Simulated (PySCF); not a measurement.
C2H2BClO (SMILES C#CB(O)Cl), singlet, at a GFN2-xTB geometry; PBE0/cc-pVDZ, polarisability in PySCF.

The PySCF input:
```python
from pyscf import gto, scf, dft
from pyscf.prop import polarizability

mol = gto.M(
    atom='''
B    -0.23530942    0.05065598   -0.31879036
C     0.95722815    0.97668824   -0.09886950
C     1.90081975    1.69957025    0.08675153
H     2.72725879    2.32812622    0.25472632
Cl   -0.53405600   -1.20634173    0.83567157
O    -1.08472265    0.13147386   -1.34914136
H    -0.94226590    0.81706148   -2.00135251
''',
    basis='cc-pvdz',
    verbose=4,
)

mf = dft.RKS(mol)
mf.xc = 'pbe0'
mf.kernel()
alpha = mf.Polarizability().polarizability()[2, 2]
print('alpha_zz =', alpha)
```

The log (banner, timings and long lists left out):

```
site-packages/pyscf/prop/efg/rhf.py:45: UserWarning: Module EFG is under testing
  warnings.warn('Module EFG is under testing')
site-packages/pyscf/prop/efg/dhf.py:30: UserWarning: Module EFG is under testing
  warnings.warn('Module EFG is under testing')
site-packages/pyscf/prop/zfs/uhf.py:40: UserWarning: Module ZFS is under testing
  warnings.warn('Module ZFS is under testing')
site-packages/pyscf/prop/gtensor/uhf.py:43: UserWarning: Module g-tensor is under testing
  warnings.warn('Module g-tensor is under testing')
site-packages/pyscf/prop/gtensor/uks.py:41: UserWarning: Module g-tensor is under testing
  warnings.warn('Module g-tensor is under testing')
site-packages/pyscf/prop/hfc/uks.py:35: UserWarning: Module HFC is under testing
  warnings.warn('Module HFC is under testing')
site-packages/pyscf/prop/magnetizability/rhf.py:39: UserWarning: Module magnetizability is under testing
  warnings.warn('Module magnetizability is under testing')
site-packages/pyscf/prop/magnetizability/uhf.py:37: UserWarning: Module magnetizability is under testing
  warnings.warn('Module magnetizability is under testing')
site-packages/pyscf/prop/magnetizability/rks.py:37: UserWarning: Module magnetizability is under testing
  warnings.warn('Module magnetizability is under testing')
site-packages/pyscf/prop/magnetizability/uks.py:39: UserWarning: Module magnetizability is under testing
  warnings.warn('Module magnetizability is under testing')
site-packages/pyscf/prop/polarizability/uhf.py:34: UserWarning: Module polarizability is under testing
  warnings.warn('Module polarizability is under testing')
site-packages/pyscf/prop/polarizability/rks.py:29: UserWarning: Module polarizability is under testing
  warnings.warn('Module polarizability is under testing')
site-packages/pyscf/prop/polarizability/uks.py:29: UserWarning: Module polarizability is under testing
  warnings.warn('Module polarizability is under testing')
PySCF version 2.14.0

[INPUT] verbose = 4
[INPUT] num. atoms = 7
[INPUT] num. electrons = 44
[INPUT] charge = 0
[INPUT] spin (= nelec alpha-beta = 2S) = 0
[INPUT] symmetry False subgroup None
[INPUT] Mole.unit = angstrom
[INPUT] Symbol           X                Y                Z      unit          X                Y                Z       unit  Magmom
[INPUT]  1 B     -0.235309420000   0.050655980000  -0.318790360000 AA   -0.444670358330   0.095725928771  -0.602426471552 Bohr   0.0
[INPUT]  2 C      0.957228150000   0.976688240000  -0.098869500000 AA    1.808899042224   1.845673282683  -0.186836277073 Bohr   0.0
[INPUT]  3 C      1.900819750000   1.699570250000   0.086751530000 AA    3.592028739664   3.211722301959   0.163936632587 Bohr   0.0
[INPUT]  4 H      2.727258790000   2.328126220000   0.254726320000 AA    5.153772183913   4.399520939219   0.481362981518 Bohr   0.0
[INPUT]  5 Cl    -0.534056000000  -1.206341730000   0.835671570000 AA   -1.009219575181  -2.279655482334   1.579190397385 Bohr   0.0
[INPUT]  6 O     -1.084722650000   0.131473860000  -1.349141360000 AA   -2.049828729612   0.248449587939  -2.549507673723 Bohr   0.0
[INPUT]  7 H     -0.942265900000   0.817061480000  -2.001352510000 AA   -1.780624487517   1.544022424132  -3.782008122611 Bohr   0.0

nuclear repulsion = 169.835362672871
number of shells = 31
number of NR pGTOs = 159
number of NR cGTOs = 84
basis = cc-pvdz
ecp = {}

******** <class 'pyscf.dft.rks.RKS'> ********
method = RKS
initial guess = minao
damping factor = 0
level_shift factor = 0
DIIS = <class 'pyscf.scf.diis.CDIIS'>
diis_start_cycle = 1
diis_space = 8
diis_damp = 0
SCF conv_tol = 1e-09
SCF conv_tol_grad = None
SCF max_cycles = 50
direct_scf = True
direct_scf_tol = 1e-13
XC library pyscf.dft.libxc version 7.1.2
    S. Lehtola, C. Steigemann, M. J. T. Oliveira, and M. A. L. Marques,  SoftwareX 7, 1–5 (2018)
XC functionals = pbe0
    C. Adamo and V. Barone,  J. Chem. Phys. 110, 6158 (1999)
    M. Ernzerhof and G. E. Scuseria,  J. Chem. Phys. 110, 5029 (1999)
radial grids:
    Treutler-Ahlrichs [JCP 102, 346 (1995); DOI:10.1063/1.469408] (M4) radial grids

becke partition: Becke, JCP 88, 2547 (1988); DOI:10.1063/1.454033
pruning grids: <function nwchem_prune>
grids dens level: 3
symmetrized grids: False
atomic radii adjust function: <function treutler_atomic_radii_adjust>
small_rho_cutoff = 0
Set gradient conv threshold to 3.16228e-05
Initial guess from minao.
tot grids = 94864
init E= -638.031280145841
  HOMO = -0.343091597983398  LUMO = -0.104982324957708  gap/eV = 6.47928
cycle= 1 E= -637.296068353677  delta_E= 0.735  |g|= 0.638  |ddm|= 2.77
  HOMO = -0.253711482553318  LUMO = -0.014078609841162  gap/eV = 6.52074
cycle= 2 E= -637.211007365008  delta_E= 0.0851  |g|= 0.929  |ddm|= 1.04
  HOMO = -0.28723127993477  LUMO = -0.0347504252109463  gap/eV = 6.87035
cycle= 3 E= -637.375909838607  delta_E= -0.165  |g|= 0.121  |ddm|= 0.652
  HOMO = -0.306788019869607  LUMO = -0.0404015383376795  gap/eV = 7.24875
cycle= 4 E= -637.379413412005  delta_E= -0.0035  |g|= 0.0339  |ddm|= 0.119
  HOMO = -0.305321366754748  LUMO = -0.0413811916490272  gap/eV = 7.18218
cycle= 5 E= -637.379537536336  delta_E= -0.000124  |g|= 0.0268  |ddm|= 0.0413
  HOMO = -0.304315554403551  LUMO = -0.0403187800814671  gap/eV = 7.18372
cycle= 6 E= -637.379721161578  delta_E= -0.000184  |g|= 0.00438  |ddm|= 0.0204
  HOMO = -0.304274767587487  LUMO = -0.0399926077145358  gap/eV = 7.19148
cycle= 7 E= -637.379725776364  delta_E= -4.61e-06  |g|= 0.000701  |ddm|= 0.004
  HOMO = -0.30432572574732  LUMO = -0.0400763539666102  gap/eV = 7.19059
cycle= 8 E= -637.379725906577  delta_E= -1.3e-07  |g|= 0.00017  |ddm|= 0.000764
  HOMO = -0.304302614862737  LUMO = -0.0400592989934743  gap/eV = 7.19043
cycle= 9 E= -637.37972591523  delta_E= -8.65e-09  |g|= 4.26e-05  |ddm|= 0.000211
  HOMO = -0.30430518570454  LUMO = -0.0400608948015262  gap/eV = 7.19045
cycle= 10 E= -637.379725915776  delta_E= -5.46e-10  |g|= 9.81e-06  |ddm|= 5.21e-05
  HOMO = -0.304305562638298  LUMO = -0.0400605908922773  gap/eV = 7.19047
Extra cycle  E= -637.379725915781  delta_E= -5.46e-12  |g|= 1.11e-05  |ddm|= 1.83e-05
converged SCF energy = -637.379725915781
Isotropic polarizability 41.518354495
Polarizability anisotropy 10.1885576103
alpha_zz = 34.76588095159312
```
